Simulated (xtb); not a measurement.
hexafluoroethane (C$_{2}$F$_{6}$), singlet, geometry from GFN2-xTB; GFN2-xTB run with xtb.

The xtb input:
```
$ xtb mol.xyz --gfn 2 --hess --json

# file mol.xyz
8

F      1.40411511    -0.28283952    -1.02131229
C      0.76712540    -0.06168844     0.12248110
F      1.24344065     1.05549696     0.65908857
F      1.02641252    -1.06809983     0.94881838
C     -0.76712540     0.06168844    -0.12248110
F     -1.02641252     1.06809983    -0.94881838
F     -1.24344065    -1.05549696    -0.65908857
F     -1.40411511     0.28283952     1.02131229
```

What the program printed (banner, timings and long lists left out):

```
   ID    Z sym.   atoms
    1    9 F      1, 3, 4, 6-8
    2    6 C      2, 5

           -------------------------------------------------
          |                Calculation Setup                |
           -------------------------------------------------

           -------------------------------------------------
          |                 G F N 2 - x T B                 |
           -------------------------------------------------

          ...................................................
          :                      SETUP                      :
          :.................................................:
          :  # basis functions                  32          :
          :  # atomic orbitals                  32          :
          :  # shells                           16          :
          :  # electrons                        50          :
          :  max. iterations                   250          :
          :  Hamiltonian                  GFN2-xTB          :
          :  restarted?                      false          :
          :  GBSA solvation                  false          :
          :  PC potential                    false          :
          :  electronic temp.          300.0000000     K    :
          :  accuracy                    1.0000000          :
          :  -> integral cutoff          0.2500000E+02      :
          :  -> integral neglect         0.1000000E-07      :
          :  -> SCF convergence          0.1000000E-05 Eh   :
          :  -> wf. convergence          0.1000000E-03 e    :
          :  Broyden damping             0.4000000          :
          :  net charge                          0          :
          :  unpaired electrons                  0          :
          ...................................................

 iter      E             dE          RMSdq      gap      omega  full diag
   1    -32.6763914 -0.326764E+02  0.554E+00   13.60       0.0  T
   2    -32.7434382 -0.670468E-01  0.278E+00   12.55       1.0  T
   3    -32.7451642 -0.172602E-02  0.145E+00   12.89       1.0  T
   4    -32.7455779 -0.413697E-03  0.315E-02   12.92       1.1  T
   5    -32.7455811 -0.315420E-05  0.145E-02   12.91       2.4  T
   6    -32.7455819 -0.839770E-06  0.120E-03   12.92      29.5  T
   7    -32.7455819 -0.994650E-08  0.119E-04   12.92     296.3  T
   8    -32.7455819 -0.217355E-10  0.806E-06   12.92    4389.0  T

   *** convergence criteria satisfied after 8 iterations ***

[...]
         :: total energy             -32.663465541340 Eh    ::
[...]
          :  imag. cutoff                  -20.0000000 cm⁻¹ :
          :.................................................:

    mode    ω/cm⁻¹     T·S(HO)/kcal·mol⁻¹    T·S(FR)/kcal·mol⁻¹   T·S(vib)
   ------------------------------------------------------------------------
       1     36.91    -1.61544 ( 22.90%)    -1.14589 ( 77.10%)    -1.25343
       2    166.37    -0.73826 ( 99.19%)    -0.70029 (  0.81%)    -0.73795
       3    166.41    -0.73810 ( 99.19%)    -0.70021 (  0.81%)    -0.73779
   ------------------------------------------------------------------------

   temp. (K)  partition function   enthalpy   heat capacity  entropy
                                   cal/mol     cal/K/mol   cal/K/mol   J/K/mol
 298.15  VIB   63.3                 2825.009     18.048     16.504
         ROT  0.472E+05              888.752      2.981     24.368
         INT  0.299E+07             3713.761     21.029     40.872
         TR   0.157E+28             1481.254      4.968     40.660
         TOT                        5195.0149    25.9973    81.5315   341.1277

       T/K    H(0)-H(T)+PV         H(T)/Eh          T*S/Eh         G(T)/Eh
   ------------------------------------------------------------------------
    298.15    0.827878E-02    0.345279E-01    0.387382E-01   -0.421031E-02
   ------------------------------------------------------------------------

         :::::::::::::::::::::::::::::::::::::::::::::::::::::
         ::                  THERMODYNAMIC                  ::
         :::::::::::::::::::::::::::::::::::::::::::::::::::::
         :: total free energy         -32.667675848672 Eh   ::
         ::.................................................::
         :: total energy              -32.663465541340 Eh   ::
         :: zero point energy           0.026249146704 Eh   ::
         :: G(RRHO) w/o ZPVE           -0.030459454035 Eh   ::
         :: G(RRHO) contrib.           -0.004210307332 Eh   ::
         :::::::::::::::::::::::::::::::::::::::::::::::::::::

           -------------------------------------------------
          | TOTAL ENERGY              -32.663465541340 Eh   |
          | TOTAL ENTHALPY            -32.628937611497 Eh   |
          | TOTAL FREE ENERGY         -32.667675848672 Eh   |
          | GRADIENT NORM               0.000059829505 Eh/α |
          | HOMO-LUMO GAP              12.915893199273 eV   |
           -------------------------------------------------

normal termination of xtb
```
